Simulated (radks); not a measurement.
The thulium ion Tm22+, configuration [Kr] 4d10 4f1.

All-electron calculation, scalar-relativistic Kohn-Sham, PBE, spin-polarised, spherical densities, point nucleus; open shells are filled with parallel spins first (spin-orbit coupling, left out, can overturn this in heavy ions). Program: a radial shooting solver on a logarithmic mesh with Libxc functionals.

Energy parts (hartree):
part                       energy
total                 -13376.6713
kinetic                14559.5398
electron-nucleus      -31720.4815
Hartree                 4044.4416
exchange-correlation    -260.1712

Orbitals (lengths in bohr, moments of r in powers of bohr; r(max) is where P^2 peaks):
[
 {"orbital": "1s down", "occ.": "1", "eigenvalue (hartree)": "-2202.530", "r(max)": "0.01261"},
 {"orbital": "1s up", "occ.": "1", "eigenvalue (hartree)": "-2202.530", "r(max)": "0.01261"},
 {"orbital": "2s up", "occ.": "1", "eigenvalue (hartree)": "-391.3794", "r(max)": "0.07189"},
 {"orbital": "2s down", "occ.": "1", "eigenvalue (hartree)": "-391.3785", "r(max)": "0.07189"},
 {"orbital": "2p up", "occ.": "3", "eigenvalue (hartree)": "-348.2762", "r(max)": "0.05856"},
 {"orbital": "2p down", "occ.": "3", "eigenvalue (hartree)": "-348.2756", "r(max)": "0.05856"},
 {"orbital": "3s up", "occ.": "1", "eigenvalue (hartree)": "-106.6500", "r(max)": "0.2032"},
 {"orbital": "3s down", "occ.": "1", "eigenvalue (hartree)": "-106.6158", "r(max)": "0.2032"},
 {"orbital": "3p up", "occ.": "3", "eigenvalue (hartree)": "-93.59698", "r(max)": "0.2002"},
 {"orbital": "3p down", "occ.": "3", "eigenvalue (hartree)": "-93.56296", "r(max)": "0.2001"},
 {"orbital": "3d up", "occ.": "5", "eigenvalue (hartree)": "-77.51176", "r(max)": "0.1634"},
 {"orbital": "3d down", "occ.": "5", "eigenvalue (hartree)": "-77.48590", "r(max)": "0.1634"},
 {"orbital": "4s up", "occ.": "1", "eigenvalue (hartree)": "-38.65127", "r(max)": "0.4546"},
 {"orbital": "4s down", "occ.": "1", "eigenvalue (hartree)": "-38.59285", "r(max)": "0.4547"},
 {"orbital": "4p up", "occ.": "3", "eigenvalue (hartree)": "-34.12137", "r(max)": "0.4715"},
 {"orbital": "4p down", "occ.": "3", "eigenvalue (hartree)": "-34.06508", "r(max)": "0.4716"},
 {"orbital": "4d up", "occ.": "5", "eigenvalue (hartree)": "-28.15996", "r(max)": "0.4763"},
 {"orbital": "4d down", "occ.": "5", "eigenvalue (hartree)": "-28.10451", "r(max)": "0.4764"},
 {"orbital": "4f up", "occ.": "1", "eigenvalue (hartree)": "-21.63932", "r(max)": "0.4243"},
 {"orbital": "4f down", "occ.": "0", "eigenvalue (hartree)": "-21.57938", "r(max)": "0.4246"},
 {"orbital": "5s up", "occ.": "0", "eigenvalue (hartree)": "-19.10000", "r(max)": "0.8937"},
 {"orbital": "5s down", "occ.": "0", "eigenvalue (hartree)": "-19.07001", "r(max)": "0.8944"},
 {"orbital": "5p up", "occ.": "0", "eigenvalue (hartree)": "-17.33225", "r(max)": "0.9449"},
 {"orbital": "5p down", "occ.": "0", "eigenvalue (hartree)": "-17.30419", "r(max)": "0.9455"}
]

The highest occupied level is 4f up at -588.84 eV. Spin moment in Bohr magnetons: 1. The density falls to 0.001 e/bohr^3 at r = 1.42 bohr. For comparison, the ionisation energy in NIST's Atomic Spectra Database is 603 eV (theoretical). In exact Kohn-Sham theory the highest level is minus the ionisation energy, but local and semilocal functionals leave it too shallow, through self-interaction and a potential that decays too fast; potentials with the right tail come closer.
